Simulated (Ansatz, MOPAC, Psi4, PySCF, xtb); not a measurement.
Complex: H2O (SMILES O) (first 3 atoms) with SO2 (SMILES O=S=O); geometry from B3LYP-D3(BJ)/def2-TZVP, rigid monomers moved along the line of their centres of mass till O1···S5 is 4.87 Å.
(charge 0, multiplicity 1):
```xyz
6

O      0.50567    -0.09015     0.61050
H      0.60674     0.85034     0.42236
H     -0.36268    -0.33460     0.26938
O     -1.62174    -0.56586     5.29619
S     -0.26945    -0.08311     5.41694
O     -0.06968     1.33819     5.54460
```

Interaction energies are E(AB) − E(A) − E(B) at the monomers' geometry in the complex; basis-set methods are counterpoise corrected. Rows marked so take none.

Correlated levels freeze the cores. CBS(a, b) extrapolates the correlation energy as X⁻³ and adds the Hartree–Fock energy of set b. Rows in 6-31G* carry no dispersion term and start afresh at each structure (6-31G* with six Cartesian d functions). MP2/6-31G* freezes PySCF's default core. The state that AM1 reach isn't checked.

Codes used: Ansatz (Gaussian orbitals); MOPAC for AM1 (differences of heats of formation); Psi4 for SAPT; PySCF for 6-31G* rows; xtb for the GFN methods. 

```json
[
 {"level": "AM1", "interaction energy (meV)": "-44.4"},
 {"level": "GFN2-xTB", "interaction energy (meV)": "-59.2"},
 {"level": "HF/6-31G* (no counterpoise)", "interaction energy (meV)": "-47.1"},
 {"level": "HF/aug-cc-pV(T+d)Z", "interaction energy (meV)": "-39.6"},
 {"level": "B3LYP/6-31G*", "interaction energy (meV)": "-32.7"},
 {"level": "B3LYP/6-31G* (no counterpoise)", "interaction energy (meV)": "-34.7"},
 {"level": "MP2/6-31G* (no counterpoise)", "interaction energy (meV)": "-37.3"},
 {"level": "MP2/CBS(aug-cc-pV(D+d)Z, aug-cc-pV(T+d)Z) + ΔCCSD(T)/aug-cc-pV(D+d)Z", "interaction energy (meV)": "-35.4"},
 {"level": "SAPT0/jun-cc-pV(D+d)Z", "interaction energy (meV)": "…"}
]
```

Problem. Complete the blanks.

Solution. 
- SAPT0/jun-cc-pV(D+d)Z, interaction energy (meV): -48.6

Ansatz is a quantum-chemistry and plane-wave program.
